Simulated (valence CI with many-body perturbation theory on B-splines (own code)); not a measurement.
In XXXVI: key properties

Computed by configuration interaction combined with many-body perturbation theory (CI+MBPT): four valence electrons over a frozen Dirac-Fock core [Ne], radial functions for each j: 11 s, 11 p, 9 d, 7 f, 5 g, 2 h, 1 i, with the one-electron correlation potential Σ1 (screened to all orders), the two-electron term Σ2, the three-electron term Σ3, Breit, model QED; selected single and double excitations, second order for the rest (own B-spline code, finite nucleus).

The last digits are not significant, and no measured levels were compared; by estimate large intervals hold to a few tenths of a per cent, small ones and those within an open d or f shell to about a per cent.

Levels are named by their leading jj configuration (3d3/2^4 stands for four electrons in 3d with j = 3/2), which in mixed levels can hold well under half, so a name can repeat and another be missing.

Rates and lifetimes use the calculated energies. Strong lines usually hold to 10 to 20 %, long lifetimes can be off by a factor of two.

Question: What is the ground level?

Answer: (3s^2 3p1/2^2) J=0, composition 74 % 3s2 3p2 3P + 24 % 3s2 3p2 1S.

Question: How well does LS coupling describe the low levels?

Answer: Among the lowest 20 levels the leading LS term, summed over configurations, holds 62 % on average. For single configurations the figures are 56 % in LS and 78 % in jj coupling. Terms mix most in the J = 2 level at 1604400 cm⁻¹, where the leading one holds 30 %.

Question: Name the longest-lived excited levels whose lifetime is computed, and their main decay.

Answer: (3s^2 3p1/2 3p3/2) J=2 at 408980 cm⁻¹ lives 429 μs, mostly by E2 to (3s^2 3p1/2^2) J=0; (3s^2 3p3/2 3d5/2) J=4 at 1924900 cm⁻¹ lives 1.78 μs, mostly by M1 to (3s^2 3p1/2 3d5/2) J=3; (3s^2 3p1/2 3p3/2) J=1 at 363960 cm⁻¹ lives 1.54 μs, mostly by M1 to (3s^2 3p1/2^2) J=0.

Question: Among levels below 2984500 cm⁻¹, which E1 lines absorb most strongly from the ground level?

Answer: to (3s^2 3p1/2 3d3/2) J=1 at 6.355 nm, f = 0.469; to (3s 3p1/2 3p3/2^2) J=1 at 6.100 nm, f = 0.198; to (3s 3p1/2^2 3p3/2) J=1 at 8.274 nm, f = 0.139.

Question: What are the static dipole polarisabilities of the lowest levels?

Answer: (3s^2 3p1/2^2) J=0 0.0187; (3s^2 3p1/2 3p3/2) J=1 0.0206 (tensor 0.00092); (3s^2 3p1/2 3p3/2) J=2 0.0205 (tensor 0.0014) bohr³, of which the core gives 0.000293.

Question: Where does the other parity begin?

Answer: At (3s 3p1/2^2 3p3/2) J=2, 1065800 cm⁻¹.

Question: What is the ionisation energy?

Answer: 2315.5 eV; NIST lists 2317 ± 5 eV (semi-empirical).
